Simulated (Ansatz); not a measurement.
Ideal-gas functions of `B/N=C(/F)S` at 500 K and 1 bar, from an Ansatz frequency run at PBE0-D4/def2-TZVP.

Molar mass 90.92 g/mol, point group Cs (symmetry number 1), electronic degeneracy 1, moments of inertia 75.191, 173.337, 244.107 u Å². Harmonic wavenumbers (cm⁻¹, unscaled): 82, 182, 205, 347, 436, 489, 605, 672, 914, 923, 985, 1095, 1167, 1313, 1982, 2575, 2657, 2724.

Use S(trans) = R[1.5 ln M + 2.5 ln T − 1.1517]; rotational temperatures θ = 24.2544 K / I; S(rot) = R[ln(√π/σ · √(T³/θAθBθC)) + 1.5]; for each mode x = 1.438777 ν̃/T, S = R[x/(eˣ − 1) − ln(1 − e⁻ˣ)] and H = RT x/(eˣ − 1); 1 cm⁻¹ = 0.0119627 kJ/mol; R = 8.31446 J/(mol·K).

By hand: the entropy, in J/(mol·K).

Translation 175.8. Rotation: θ = 0.3226, 0.1399, 0.0994 K, giving 117.2. Vibration, mode by mode: 20.34, 13.79, 12.82, 8.66, 6.95, 6.13, 4.68, 4.02, 2.32, 2.27, 1.97, 1.54, 1.30, 0.93, 0.19, 0.04, 0.03, 0.03, in all 88.0. Electronic 0.0. Sum 381.0 J/(mol·K).

By hand: H − E and G − E in kJ/mol, counted from the electronic energy.

Zero-point energy ½ × 19353 × 0.0119627 = 115.8; thermal vibration 23.2; translation, rotation and pV give 4 RT = 16.6. H − E = 155.6 kJ/mol, and G − E = 155.6 − 500 × 381.0/1000 = -34.9 kJ/mol.

Vibration gives 23 % of the entropy, 20.3 J/(mol·K) of it from the mode under 150 cm⁻¹: soft modes count most, and the harmonic formula is weakest for them. The sum counts one conformer and one mirror image; others add a mixing term.
